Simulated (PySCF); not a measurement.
## Excitation energy of B by level of theory

B [He] 2s2 2p1 (2P) → B [He] 2s1 2p1 3s1 (4P), as a difference of total energies. Computed with PySCF 2.14 in aug-cc-pwCVTZ, with the non-relativistic Hamiltonian (point nucleus). Correlated levels: valence and next inner shell: nothing frozen. The calculations carry no spin-orbit coupling.

```csv
method,excitation energy (eV)
UHF,8.072
MP2 (valence and next inner shell),9.168
SCS-MP2 (valence and next inner shell),9.445
CCSD (valence and next inner shell),9.576
CCSD(T) (valence and next inner shell),9.620
```

Task: How much does correlation contribute at CCSD(T) (valence and next inner shell)?

Result: 9.620 − (8.072) = 1.548 eV, measured against UHF.

The upper state lies above the first ionisation limit, but in LS coupling its spin forbids autoionisation to the ground ion. A Rydberg-like electron needs more diffuse functions than a valence basis has.

The promoted electron is Rydberg-like, and one or two diffuse shells describe it only roughly, which tends to raise the upper state.
